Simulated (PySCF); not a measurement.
# Stretching one bond of BH4Si

All numbers below are calculated, not measured. The program is PySCF 2.14.0, an open-source quantum chemistry code, run on an isolated molecule that a program drew, which may never have been made. The molecule is BH4Si (charge 0, doublet), drawn as the SMILES string `B[SiH2]`.

The structure below is the HF double-zeta minimum with every atom moved a little at random, so it isn't optimised. Bond B1-Si2 is then set to each length in the table by shifting atoms 2, 5, 6 along it, with nothing else relaxed.
```xyz
6
BH4Si, angstrom
B     0.4078    1.6000   -0.7215
Si   -0.4471    1.4559   -2.3348
H     1.1187    2.4478   -0.6240
H     0.3973    0.5320    0.1230
H    -0.5561    2.4553   -3.5142
H    -1.3955    0.3013   -2.7086
```

E is the energy above the same method's energy at the HF double-zeta minimum. IE is the energy to remove one electron at fixed geometry, to the singlet state of charge +1, as a difference of total energies. The basis family is cc-pV(n+d)Z, with UHF for radicals and no spin-orbit coupling. Best is HF at quadruple zeta, plus MP2 correlation extrapolated from triple and quadruple zeta, plus CCSD(T) minus MP2 at triple zeta, with a frozen core. The other columns are at triple zeta.

| bond (Å) | E CCSD (kcal/mol) | E PBE (kcal/mol) | E CCSD(T) (kcal/mol) | E best (kcal/mol) | IE CCSD (eV) | IE PBE (eV) | IE CCSD(T) (eV) | IE best (eV) | T1 |
|---|---|---|---|---|---|---|---|---|---|
| 1.8025 | 15.53 | 13.63 | 15.36 | 15.11 | 8.727 | 9.088 | 8.798 | 8.842 | 0.015 |
| 1.8315 | ? | ? | ? | ? | ? | ? | ? | ? | ? |
| 1.9415 | 11.69 | 9.95 | 11.44 | 11.56 | 8.400 | 8.767 | 8.474 | 8.518 | 0.017 |
| 2.0275 | 13.25 | 11.42 | 12.95 | 13.24 | 8.226 | 8.594 | 8.301 | 8.345 | 0.019 |
| 2.2845 | 27.11 | 24.44 | 26.58 | 27.24 | 7.799 | 8.165 | 7.879 | 7.925 | 0.025 |
| 2.4095 | 36.14 | 32.89 | 35.47 | 36.26 | 7.633 | 7.995 | 7.714 | 7.760 | 0.029 |

T1 is the CCSD diagnostic of the starting molecule.

**Estimate the best E and IE at 1.8315 Å from the other rows.**

A least-squares cubic in the inverse of the bond length through the other values of E best gives 13.53 kcal/mol there. A least-squares quadratic in the bond length through IE best gives 8.770 eV. The calculation gives 13.54 kcal/mol and 8.769 eV, so the fits miss by 0.01 kcal/mol and 0.001 eV. The same recipe one zeta lower moves these two values by 0.23 kcal/mol and 0.02 eV, a gauge of their own error. The rest of the row: E is 13.89 (CCSD), 12.06 (PBE), 13.71 (CCSD(T)); IE is 8.654 (CCSD), 9.016 (PBE), 8.725 (CCSD(T)); T1 is 0.015.
